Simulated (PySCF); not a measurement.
Species: C₆H₆O.
Atom-mapped SMILES: `[CH2:1]=[C:2]([CH3:3])[C:4]#[C:5][CH:6]=[O:7]` (hydrogens: H8, H9 on C1; H10, H11, H12 on C3; H13 on C6)

Geometry (PBE0-D3(BJ)/def2-SVP, Å), atoms numbered from 1 in this order:
```xyz
13
C6H6O angstrom
C     -0.722   -0.442    1.899
C     -0.680   -0.322    0.559
C     -1.871   -0.548   -0.331
C      0.543    0.037   -0.084
C      1.558    0.340   -0.688
C      2.794    0.705   -1.335
O      2.927    0.846   -2.526
H      0.164   -0.271    2.513
H     -1.651   -0.716    2.406
H     -2.100    0.361   -0.910
H     -2.756   -0.824    0.257
H     -1.664   -1.348   -1.058
H      3.650    0.853   -0.631
```

Theory: core-valence-separated Tamm–Dancoff BHandHLYP/aug-pcX-1 (pcseg-1 on H) in PySCF, non-relativistic, gas phase, PBE0-D3(BJ)/def2-SVP geometry.

Computed carbon K-edge spectrum, Gaussian lines of 0.8 eV full width, highest printed point 100; it ends one width below the last computed root. No empirical shift is added; at this level the pattern usually sits a few eV under experiment.

photon energy (eV), absorption and a bar:
```
    280.9          0 
    281.0          0 
    281.1          1 
    281.2          2 #
    281.3          4 #
    281.4          7 ##
    281.5         12 ####
    281.6         18 #####
    281.7         25 #######
    281.8         32 ##########
    281.9         39 ############
    282.0         44 #############
    282.1         49 ###############
    282.2         52 ################
    282.3         55 ################
    282.4         57 #################
    282.5         59 ##################
    282.6         61 ##################
    282.7         62 ###################
    282.8         65 ###################
    282.9         69 #####################
    283.0         75 ######################
    283.1         82 #########################
    283.2         90 ###########################
    283.3         96 #############################
    283.4        100 ##############################
    283.5        100 ##############################
    283.6         97 #############################
    283.7         90 ###########################
    283.8         82 ########################
    283.9         72 ######################
    284.0         63 ###################
    284.1         53 ################
    284.2         43 #############
    284.3         34 ##########
    284.4         25 ########
    284.5         18 #####
    284.6         12 ###
    284.7          7 ##
    284.8          4 #
    284.9          3 #
    285.0          3 #
    285.1          4 #
    285.2          7 ##
    285.3         10 ###
    285.4         14 ####
    285.5         19 ######
    285.6         24 #######
    285.7         29 #########
    285.8         34 ##########
    285.9         40 ############
    286.0         45 ##############
    286.1         51 ###############
    286.2         58 #################
    286.3         63 ###################
    286.4         67 ####################
    286.5         69 #####################
    286.6         67 ####################
    286.7         63 ###################
    286.8         57 #################
    286.9         50 ###############
```

**Question.** Where are the maxima, and which lines make them up?

**Answer.** 2 maxima:
- 283.5 eV: C6 (aldehyde carbon), 283.42 eV, f = 0.071, 1s→π*, 41 % of the height at the exact maximum; C5 (alkyne carbon), 283.61 eV, f = 0.063, 1s→π*, 33 % of the height at the exact maximum; C2 (fully substituted alkene carbon), 283.11 eV, f = 0.052, 1s→π*, 18 % of the height at the exact maximum
- 286.5 eV: C3 (allylic carbon), 286.50 eV, f = 0.033, 28 % of the height at the exact maximum; C1 (terminal =CH2 carbon), 286.75 eV, f = 0.031, 20 % of the height at the exact maximum; C2 (fully substituted alkene carbon), 286.32 eV, f = 0.023, 17 % of the height at the exact maximum

Further lines of some strength in the range: C1, 282.00 eV, f = 0.058; C4, 282.57 eV, f = 0.066; C4, 284.08 eV, f = 0.058; C5, 285.72 eV, f = 0.028; C3, 285.80 eV, f = 0.009.

Roots within 0.03 eV on the same or equivalent atoms count as one line; shares under 12 % aren't listed.

Vibrational structure and lifetime widths aren't in the curve. The ionisation threshold wasn't computed; near and above it a finite basis only mimics Rydberg series and continuum.
